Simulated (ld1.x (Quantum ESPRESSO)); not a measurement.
## Debugging a pseudopotential input (Sr, ld1.x (Quantum ESPRESSO) 7.5)

Command:

```bash
ld1.x < Sr.in > Sr.out
```

Input:

```
&input
   title='Sr', zed=38., rel=1, dft='PZ', iswitch=3,
   config='[Kr] 4d0 5s1.5 5p0.5',
   nld=3, rlderiv=3.90, eminld=-5.0, emaxld=5.0, deld=0.02
 /
 &inputp
   pseudotype=2, tm=.true., lloc=2,
   nlcc=.true., new_core_ps=.true., rcore=1.45,
   file_pseudopw='Sr.UPF', file_wfcaegen='ae.wfc', file_wfcncgen='nc.wfc', file_beta='beta', file_chi='chi'
 /
3
4S  1  0   2.00   0.30  2.00  2.00  0.0
4P  2  1   6.00   0.00  1.55  1.55  0.0
4D  3  2   0.00   0.00  3.60  3.60  0.0
 &test
   configts(1)='4s2 4p6 4d0 5s1.5 5p0.5'
 /
```

Output:

```
Program LD1 v.7.5

 %%%%%%%%%%%%%%%%%%%%%%%%%%%%%%%%%%%%%%%%%%%%%%%%%%%%%%%%%%%%%%%%%%%%%%%%%%%%%%
     Error in routine ld1_readin (1):
     unbound states must be empty
 %%%%%%%%%%%%%%%%%%%%%%%%%%%%%%%%%%%%%%%%%%%%%%%%%%%%%%%%%%%%%%%%%%%%%%%%%%%%%%

     stopping ...
```

This input was made by a single change from one that runs to its end. What was changed?

The change: an energy typed for the occupied state 4S. The program refuses the input: "ld1_readin: unbound states must be empty".
